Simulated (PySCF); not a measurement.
PySCF input for Zn(H)(SiH3) (H4SiZn), SMILES [SiH3][ZnH], TDA-PBE0/def2-TZVPD. Geometry: B3LYP-D3(BJ)/def2-TZVP.

```python
import numpy as np
from pyscf import gto, scf, dft, tdscf

mol = gto.M(
    atom='''
    Zn   -0.00000000   -0.00000000   -0.84747698
    H     0.00000001    0.00000000   -2.40496688
    Si    0.00000000    0.00000000    1.53938232
    H     1.19559815    0.69027892    2.09264122
    H    -0.00000000   -1.38055784    2.09264121
    H    -1.19559816    0.69027891    2.09264121
    ''',
    basis='def2-TZVPD',
    charge=0,
    spin=0,
    symmetry=True,
    max_memory=1600,
    verbose=4,
)
mf = dft.RKS(mol, xc='pbe0').density_fit(auxbasis='def2-universal-jkfit')
mf.grids.level = 3
mf.conv_tol = 1e-9
mf.max_cycle = 100
mf.kernel()
mf.grids = dft.Grids(mol).set(level=1).build(with_non0tab=True)  # coarser grid for the response kernel
td = tdscf.TDA(mf)
td.singlet = True
td.nstates = 10
td.conv_tol = 1e-4
td.kernel(x0=td.get_init_guess(mf, 15))
td.analyze()
tt = tdscf.TDA(mf)
tt.singlet = False
tt.nstates = 4
tt.conv_tol = 1e-4
tt.kernel(x0=tt.get_init_guess(mf, 9))
tt.analyze(verbose=3)
```

It prints:

```
PySCF version 2.14.0

[INPUT] verbose = 4
[INPUT] num. atoms = 6
[INPUT] num. electrons = 48
[INPUT] charge = 0
[INPUT] spin (= nelec alpha-beta = 2S) = 0
[INPUT] symmetry True subgroup None
[INPUT] Mole.unit = angstrom
[INPUT] Symbol           X                Y                Z      unit          X                Y                Z       unit  Magmom
[INPUT]  1 Zn     0.000000000000   0.000000000000  -0.847476980000 AA    0.000000000000   0.000000000000  -1.601499389074 Bohr   0.0
[INPUT]  2 H      0.000000010000   0.000000000000  -2.404966880000 AA    0.000000018897   0.000000000000  -4.544728741850 Bohr   0.0
[INPUT]  3 Si     0.000000000000   0.000000000000   1.539382320000 AA    0.000000000000   0.000000000000   2.909010985798 Bohr   0.0
[INPUT]  4 H      1.195598150000   0.690278920000   2.092641220000 AA    2.259353058537   1.304438108361   3.954518782776 Bohr   0.0
[INPUT]  5 H      0.000000000000  -1.380557840000   2.092641210000 AA    0.000000000000  -2.608876216721   3.954518763878 Bohr   0.0
[INPUT]  6 H     -1.195598160000   0.690278910000   2.092641210000 AA   -2.259353077434   1.304438089463   3.954518763878 Bohr   0.0

nuclear repulsion = 135.794550906683
point group symmetry = C3v, use subgroup Cs
symmetry origin: [-9.25185854e-18 -3.93692944e-10 -6.29908733e-09]
symmetry axis x: [-3.96090321e-09  1.00000000e+00  1.98116327e-10]
symmetry axis y: [-4.66486488e-10 -1.98116329e-10  1.00000000e+00]
symmetry axis z: [1.00000000e+00 3.96090321e-09 4.66486489e-10]
num. orbitals of irrep A' = 86
num. orbitals of irrep A" = 44
number of shells = 52
number of NR pGTOs = 211
number of NR cGTOs = 130
basis = def2-TZVPD
ecp = {}


[settings echo left out]
init E= -2070.34575087345
HOMO (A') = -0.260571243284428  LUMO (A") = -0.0474440534737575  gap/eV = 5.79949
cycle= 1 E= -2070.83585407652  delta_E= -0.49  |g|= 0.871  |ddm|= 1.69
HOMO (A') = -0.281596032612116  LUMO (A") = -0.0651611095099369  gap/eV = 5.88949
cycle= 2 E= -2070.70309277064  delta_E= 0.133  |g|= 1.69  |ddm|= 1.05
HOMO (A') = -0.268869574171291  LUMO (A") = -0.0461351078135293  gap/eV = 6.06091
cycle= 3 E= -2070.8987530087  delta_E= -0.196  |g|= 0.0689  |ddm|= 0.566
HOMO (A') = -0.267685875863918  LUMO (A") = -0.0407495772226927  gap/eV = 6.17525
cycle= 4 E= -2070.89955359839  delta_E= -0.000801  |g|= 0.0146  |ddm|= 0.0958
HOMO (A') = -0.268864234253211  LUMO (A") = -0.042035557445038  gap/eV = 6.17232
cycle= 5 E= -2070.89959682286  delta_E= -4.32e-05  |g|= 0.00214  |ddm|= 0.0146
HOMO (A') = -0.268690541553715  LUMO (A") = -0.041923106984683  gap/eV = 6.17066
cycle= 6 E= -2070.89959771009  delta_E= -8.87e-07  |g|= 0.000261  |ddm|= 0.00191
HOMO (A') = -0.26870765339188  LUMO (A") = -0.0419195471498393  gap/eV = 6.17122
cycle= 7 E= -2070.89959771935  delta_E= -9.27e-09  |g|= 8.34e-05  |ddm|= 0.00048
HOMO (A') = -0.268697287971335  LUMO (A") = -0.0419147373496909  gap/eV = 6.17107
cycle= 8 E= -2070.89959772094  delta_E= -1.59e-09  |g|= 6.32e-06  |ddm|= 0.000102
HOMO (A') = -0.268697565759338  LUMO (A") = -0.0419146344923869  gap/eV = 6.17108
cycle= 9 E= -2070.89959772096  delta_E= -1.14e-11  |g|= 1.8e-06  |ddm|= 1.25e-05
HOMO (A') = -0.26869778818793  LUMO (A") = -0.0419148031225651  gap/eV = 6.17108
Extra cycle  E= -2070.89959772096  delta_E= -9.09e-13  |g|= 2.89e-06  |ddm|= 3.88e-06
converged SCF energy = -2070.89959772096
tot grids = 23744


******** <class 'pyscf.tdscf.rks.TDA'> for <class 'pyscf.df.df_jk.DFSymAdaptedRKS'> ********
nstates = 10 singlet
deg_eia_thresh = 1.000e-03
wfnsym = None
conv_tol = 0.0001
eigh lindep = 1e-12
eigh level_shift = 0
eigh max_cycle = 100


Excitation energies (eV)
[4.96267047 4.96268651 6.56183137 7.15552427 7.24056262 7.25049459
 7.25050743 7.40149249 7.40151689 7.49764053]

** Singlet excitation energies and oscillator strengths **
Excited State   1:   A'      4.96267 eV    249.83 nm  f=0.0060
      24 -> 26        0.69965
Excited State   2:   A"      4.96269 eV    249.83 nm  f=0.0060
      24 -> 25        0.69965
Excited State   3:   A'      6.56183 eV    188.95 nm  f=0.4003
      24 -> 27       -0.66841
      24 -> 31        0.17614
Excited State   4:   A'      7.15552 eV    173.27 nm  f=0.1603
      21 -> 25       -0.14792
      22 -> 26       -0.14789
      24 -> 28       -0.64715
      24 -> 31       -0.15803
Excited State   5:   A"      7.24056 eV    171.24 nm  f=0.0000
      21 -> 26        0.49503
      22 -> 25       -0.49518
Excited State   6:   A'      7.25049 eV    171.00 nm  f=0.0009
      21 -> 25       -0.14292
      22 -> 26        0.14293
      23 -> 26        0.11045
      24 -> 29        0.57134
      24 -> 33       -0.33580
Excited State   7:   A"      7.25051 eV    171.00 nm  f=0.0010
      21 -> 26        0.14315
      22 -> 25        0.14269
      23 -> 25       -0.11043
      24 -> 30       -0.57133
      24 -> 32        0.33582
Excited State   8:   A'      7.40149 eV    167.51 nm  f=0.0076
      21 -> 25        0.43312
      22 -> 26       -0.43311
      23 -> 26        0.30860
      24 -> 29        0.14860
Excited State   9:   A"      7.40152 eV    167.51 nm  f=0.0076
      21 -> 26        0.43313
      22 -> 25        0.43314
      23 -> 25        0.30854
      24 -> 30        0.14858
Excited State  10:   A'      7.49764 eV    165.36 nm  f=0.0199
      21 -> 25        0.35857
      22 -> 26        0.35851
      24 -> 28       -0.26511
      24 -> 31        0.38309
      24 -> 34        0.10003

** Transition electric dipole moments (AU) **
state          X           Y           Z        Dip. S.      Osc.
  1        -0.0000      0.2227      0.0000      0.0496      0.0060
  2         0.2227      0.0000      0.0000      0.0496      0.0060
  3         0.0000     -0.0001     -1.5780      2.4901      0.4003
  4         0.0000     -0.0000     -0.9561      0.9142      0.1603
  5        -0.0000      0.0000      0.0000      0.0000      0.0000
  6         0.0000     -0.0731      0.0002      0.0053      0.0009
  7         0.0731     -0.0000      0.0000      0.0053      0.0010
  8        -0.0000      0.2050      0.0000      0.0420      0.0076
  9         0.2050     -0.0000     -0.0000      0.0420      0.0076
 10         0.0000     -0.0001     -0.3291      0.1083      0.0199

** Transition velocity dipole moments (imaginary part, AU) **
state          X           Y           Z        Dip. S.      Osc.
  1         0.0000     -0.0362      0.0000      0.0013      0.0048
  2        -0.0362     -0.0000     -0.0000      0.0013      0.0048
  3         0.0000     -0.0000     -0.3160      0.0999      0.2761
  4         0.0000     -0.0000     -0.2405      0.0578      0.1466
  5        -0.0000     -0.0000     -0.0000      0.0000      0.0000
  6        -0.0000     -0.0164      0.0001      0.0003      0.0007
  7         0.0164     -0.0000     -0.0000      0.0003      0.0007
  8        -0.0000      0.0259      0.0000      0.0007      0.0016
  9         0.0259     -0.0000      0.0000      0.0007      0.0016
 10        -0.0000      0.0000     -0.0761      0.0058      0.0140

** Transition magnetic dipole moments (imaginary part, AU) **
state          X           Y           Z
  1         0.7889     -0.0000      0.0000
  2        -0.0000     -0.7889      0.0000
  3         0.0000      0.0000     -0.0000
  4         0.0001     -0.0000     -0.0000
  5         0.0000     -0.0002     -0.6123
  6         0.5685      0.0000      0.0000
  7        -0.0000      0.5685     -0.0003
  8        -0.2382      0.0000     -0.0000
  9         0.0000      0.2380      0.0000
 10         0.0004      0.0000      0.0000


******** <class 'pyscf.tdscf.rks.TDA'> for <class 'pyscf.df.df_jk.DFSymAdaptedRKS'> ********
nstates = 4 triplet
deg_eia_thresh = 1.000e-03
wfnsym = None
conv_tol = 0.0001
eigh lindep = 1e-12
eigh level_shift = 0
eigh max_cycle = 100


Excitation energies (eV)
[4.29279784 4.29284528 5.46361054 6.18245996]

** Triplet excitation energies and oscillator strengths **
Excited State   1:   A'      4.29280 eV    288.82 nm  f=0.0000
Excited State   2:   A"      4.29285 eV    288.82 nm  f=0.0000
Excited State   3:   A'      5.46361 eV    226.93 nm  f=0.0000
Excited State   4:   A'      6.18246 eV    200.54 nm  f=0.0000
```

The run converged.
